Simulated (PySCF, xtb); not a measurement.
# Relative energy of two structures of BCaGaH2

Structure a is a triplet given by its coordinates and structure b is a singlet given by its coordinates. Both are isolated molecules in the gas phase, relaxed with B3LYP-D3(BJ)/def2-SVP.

a (Å):

```yaml
atoms:
  - { symbol: B, position_ang: [-0.1004, -0.1642, 2.2201] }
  - { symbol: Ca, position_ang: [0.2878, 1.1224, 0.1584] }
  - { symbol: Ga, position_ang: [1.9996, 0.2181, 2.6637] }
  - { symbol: H, position_ang: [-1.1163, -0.0709, 1.5144] }
  - { symbol: H, position_ang: [-0.2933, -0.8089, 3.2379] }
```

Close contacts (Å): B1–Ca2 2.46, B1–Ga3 2.18, Ca2–Ga3 3.17, B1–H4 1.24, B1–H5 1.22, Ca2–H4 2.29.

b (Å):

```xyz
5

B     2.1357   -0.7830    2.3778
Ca   -0.2043   -0.3956    3.3643
Ga    2.5735   -1.0460    4.4410
H     2.3990    0.2836    1.8333
H     2.0152   -1.7428    1.6269
```

Close contacts (Å): B1–Ca2 2.57, B1–Ga3 2.13, Ca2–Ga3 3.05, B1–H4 1.23, B1–H5 1.22.

Q: Estimate which is lower in electronic energy at CCSD(T)/def2-SVP, and by roughly how much.

A: The CCSD(T)/def2-SVP calculation puts structure b lower, by 46.4 kJ/mol.

Level by level:

```json
{"level": "B3LYP-D3(BJ)/def2-SVP", "geometry": "B3LYP-D3(BJ)/def2-SVP", "E(b) − E(a) (kJ/mol)": "−36.3", "departure from the last row (kJ/mol)": "+10.1", "job, with rough time for the two": "optimisation, 2.8 min"}
{"level": "HF/def2-SVP", "geometry": "B3LYP-D3(BJ)/def2-SVP", "E(b) − E(a) (kJ/mol)": "+44.4", "departure from the last row (kJ/mol)": "+90.7", "job, with rough time for the two": "part of the CCSD(T) run"}
{"level": "MP2/def2-SVP", "geometry": "B3LYP-D3(BJ)/def2-SVP", "E(b) − E(a) (kJ/mol)": "−52.2", "departure from the last row (kJ/mol)": "−5.9", "job, with rough time for the two": "part of the CCSD(T) run"}
{"level": "CCSD(T)/def2-SVP", "geometry": "B3LYP-D3(BJ)/def2-SVP", "E(b) − E(a) (kJ/mol)": "−46.4", "departure from the last row (kJ/mol)": "", "job, with rough time for the two": "single point, 83 s"}
```

HF/def2-SVP puts the two in the other order. The largest departure from CCSD(T)/def2-SVP is that of HF/def2-SVP, 90.7 kJ/mol. Levels run at GFN2-xTB geometries aren't shown. The triplet state of a needn't be its ground state.

With thermal terms from frequencies at re-optimised GFN2-xTB minima (ideal gas, soft modes damped towards free rotors, one conformer each, 298.15 K, 1 atm): the zero-point term adds +1.1 kJ/mol; ΔH is −46.0 and ΔG −44.3 kJ/mol.

Open shells are spin-unrestricted. The correlated steps freeze 15 core orbitals; the filled d shell of Ga is correlated; the last core shell of Ca is correlated, in a basis made for valence electrons. ΔG holds the spin degeneracy. Codes used: PySCF 2.14.0, xtb 6.7.1; the last row on 2 threads of Arm Neoverse V2 on a shared host.
